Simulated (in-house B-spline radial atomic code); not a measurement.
Values are calculated unless marked as measured or tabulated.
## Ghost states of the separable form: Sn

Sn, [Kr] 4d10 5s2 5p2, non-relativistic LDA (VWN5), spherical and spin-unpolarised, from an all-electron radial atomic-structure program (B-spline basis) (atomic units; all potentials screened as in the neutral atom).

Troullier-Martins channels: 5s (ε = -0.3693, r_c = 2.405 bohr), 5p (ε = -0.1444, r_c = 3.065 bohr), 4d (ε = -1.0050, r_c = 0.982 bohr). In the Kleinman-Bylander form one channel serves as the local potential, and each other channel l becomes |δV u><u δV|/<u|δV|u>, with δV = V_l − V_local and u the pseudo-orbital. Its strength is E_KB = <u|δV²|u>/<u|δV|u>. By the analysis of Gonze, Stumpf and Scheffler a spurious state lies below the reference level ε if E_KB > 0 and ε is above the second level of the local potential alone, or if E_KB < 0 and ε is above its first. The table's levels are those of angular momentum l in a sphere of 9 bohr, whose wall can lift a shallow ε a little above its free-atom value.

```json
{"local": "p", "channel": "s", "<u δV u>": "-0.025386", "<u δV² u>": "0.081671", "ε": "-0.3693", "first local level": "-0.3762", "second local level": "0.0237"}
{"local": "p", "channel": "d", "<u δV u>": "-5.5842", "<u δV² u>": "49.691", "ε": "-1.0050", "first local level": "0.0621", "second local level": "0.2845"}
{"local": "s", "channel": "p", "<u δV u>": "0.015563", "<u δV² u>": "0.034798", "ε": "-0.1435", "first local level": "-0.1667", "second local level": "0.1114"}
{"local": "s", "channel": "d", "<u δV u>": "-6.4583", "<u δV² u>": "66.071", "ε": "-1.0050", "first local level": "0.0569", "second local level": "0.2717"}
{"local": "d", "channel": "p", "<u δV u>": "0.19736", "<u δV² u>": "0.72616", "ε": "-0.1435", "first local level": "-5.3159", "second local level": "-0.3749"}
{"local": "d", "channel": "s", "<u δV u>": "0.44576", "<u δV² u>": "2.673", "ε": "-0.3693", "first local level": "-10.7616", "second local level": "-2.0433"}
```

**Question.** Apply the rule to each row.

**Answer.** Local p, channel s: E_KB = -3.22, so ε = -0.3693 is set against -0.3762: a ghost. Local p, channel d: E_KB = -8.9, so ε = -1.0050 is set against 0.0621: no ghost. Local s, channel p: E_KB = +2.24, so ε = -0.1435 is set against 0.1114: no ghost. Local s, channel d: E_KB = -10.2, so ε = -1.0050 is set against 0.0569: no ghost. Local d, channel p: E_KB = +3.68, so ε = -0.1435 is set against -0.3749: a ghost. Local d, channel s: E_KB = +6, so ε = -0.3693 is set against -2.0433: a ghost.

Diagonalising the separable Hamiltonian gives:

```csv
local,channel,three lowest levels,"all-electron, two lowest valence levels"
p,s,"-0.8457, -0.3693, 0.0428","-0.3693, 0.0390"
p,d,"-1.0050, 0.0804, 0.3336","-1.0050, 0.0755"
s,p,"-0.1435, 0.1208, 0.4731","-0.1435, 0.1211"
s,d,"-1.0050, 0.0788, 0.3276","-1.0050, 0.0755"
d,p,"-2.6561, -0.1435, 0.1208","-0.1435, 0.1211"
d,s,"-7.8060, -0.3693, 0.0381","-0.3693, 0.0390"
```

**Question.** Which choices of local channel are safe?

**Answer.** Free of ghosts: s. With p local the s channel has a ghost 0.48 hartree below ε, since the attractive projector pulls a state below the first local level. With d local the p channel has a ghost 2.51 hartree below ε, since the local potential binds more than one state below ε, and a repulsive term of rank one raises each level at most to the next, so it clears only one of them. With d local the s channel has a ghost 7.44 hartree below ε, since the local potential binds more than one state below ε, and a repulsive term of rank one raises each level at most to the next, so it clears only one of them. Among the safe choices the second level, which tests transfer, is off by at most 3.3 millihartree (s local).
